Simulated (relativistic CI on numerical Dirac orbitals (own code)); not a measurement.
## Level scheme of Ir LXII

These numbers are calculated, not measured: Dirac-Coulomb-Breit CI, orbitals from a KLI potential per configuration, model QED (radiative potential, 1s self-energy scaled to tabulated hydrogen-like ionisation energies), unscaled Slater integrals (own radial code, finite nucleus).

Configuration list (outside the closed core [Ne]): 3s2.3p4, 3s2.3p3.3d, 3s.3p5, 3p6, 3s.3p4.3d, 3s.3p3.3d2, 3p5.3d, 3s2.3p2.3d.4p, 3s.3p3.3d.4s, 3p5.4s, 3s2.3p3.4s, 3p5.4p, 3s2.3p2.3d2, 3s2.3p.3d3, 3s.3p2.3d3, 3s2.3p.3d2.4s, 3p4.3d2, 3p3.3d3, 3p3.3d2.4s, 3s2.3p2.3d.4s, 3s.3p2.3d2.4s, 3s2.3p.3d.4s2. Double excitations out of closed p, d and f shells are left out; levels of such configurations are missing from the list, as are those of other unlisted configurations, and high levels can miss mixing partners.

The lowest level is 3s2.3p4 3P_2, with 68 % of that term; Hund's rules for 3s2.3p4 give 3P with J = 2, in agreement.

```tsv
No.	Configuration	Term	J	E (eV)	%	Lifetime (s)
1	3s2.3p4	3P	2	0.000	68	
2	3s2.3p4	1S	0	21.044	64	6.14e-02
3	3p3(2P°).3d	3D°	2	247.052	32	9.90e-11
4	3p3(2P°).3d	3D°	1	256.221	33	4.44e-11
5	3p3(2P°).3d	3P°	0	256.457	62	1.37e-01
6	3p3(2P°).3d	3F°	3	256.764	28	4.63e-10
7	3p3(2P°).3d	3F°	4	347.904	50	2.18e-07
8	3p3(2D°).3d	3D°	2	355.388	34	5.43e-12
9	3p3(2P°).3d	3D°	3	375.470	43	1.59e-12
10	3p3(4S°).3d	3D°	1	387.630	34	2.50e-12
11	3s2.3p4	3P	1	421.249	99	1.17e-09
12	3s2.3p4	1D	2	431.375	68	1.55e-09
13	3p2(1S).3d2(3F)	3F	2	505.301	40	3.04e-11
14	3p2(3P).3d2(1S)	3P	0	532.076	58	2.19e-11
15	3p2(1S).3d2(3F)	3F	3	611.312	32	3.14e-12
16	3s.3p5	3P°	2	617.175	85	8.51e-13
17	3p2(1S).3d2(3P)	3P	2	623.135	23	2.75e-12
18	3p2(1S).3d2(3P)	3P	1	628.416	37	2.58e-12
19	3p2(1S).3d2(1G)	1G	4	628.720	25	2.46e-12
20	3s.3p5	1P°	1	638.624	35	7.84e-13
21	3p3(2D°).3d	3F°	2	657.982	44	9.82e-11
22	3p3(4S°).3d	5D°	0	659.517	53	6.07e-11
23	3p3(2D°).3d	3D°	1	661.268	44	1.86e-12
24	3p3(2D°).3d	3G°	3	666.589	35	1.52e-11
25	3p3(2D°).3d	3G°	4	675.128	50	7.91e-09
26	3p3(2P°).3d	3F°	2	689.406	66	2.97e-12
27	3p3(2D°).3d	3D°	3	704.414	39	2.53e-13
28	3p3(2D°).3d	3D°	2	712.486	31	1.74e-13
29	3p3(2D°).3d	3S°	1	718.904	36	1.55e-13
30	3p2(1S).3d2(3F)	3F	4	727.061	29	1.64e-12
```

Energies count from the lowest computed level; ° marks odd parity; lifetimes are radiative, by E1, M1, E2, M2, E3 decay to levels of this space only. Percentages are summed over parent terms; the parents shown are those of the largest component, closed shells are left out there.

The mean weight of the leading LS term, summed over parents, in these 30 levels is 46 %, and that of the leading jj configuration (from the same eigenvectors) 95 %, so jj coupling describes them better and the LS labels are nominal.

At this charge energies of transitions that change n are usually good to better than 1 %, and those within a shell (Δn = 0) to a few per cent.

LS names give the leading component of a level, which can be under half, so a name can repeat, a term be missing and a line seem to break the LS rules.
